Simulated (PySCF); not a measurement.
**Excitation energy of V⁺ by level of theory**

V⁺ [Ar] 3d4 (5D) → V⁺ [Ar] 3d3 4s1 (5F), as a difference of total energies. Calculation: PySCF 2.14, in def2-QZVPPD (11s6p5d3f2g, 93 functions); the non-relativistic Hamiltonian (point nucleus). Correlated levels: valence and next inner shell: [Ne] frozen. The calculations carry no spin-orbit coupling.

| method | excitation energy (eV) | difference from reference (eV) |
| --- | --- | --- |
| UHF | -0.236 | -0.573 |
| MP2 (valence and next inner shell) | 0.659 | +0.322 |
| SCS-MP2 (valence and next inner shell) | 0.303 | -0.034 |
| CCSD (valence and next inner shell) | 0.407 | +0.070 |
| CCSD(T) (valence and next inner shell) | 0.437 | +0.100 |

Reference: 0.337 eV (measured; NIST levels, between the centres of gravity of the two terms).

These non-relativistic numbers lack the scalar-relativistic shift.

Errors of the correlated levels include the incompleteness of this basis and the frozen core.
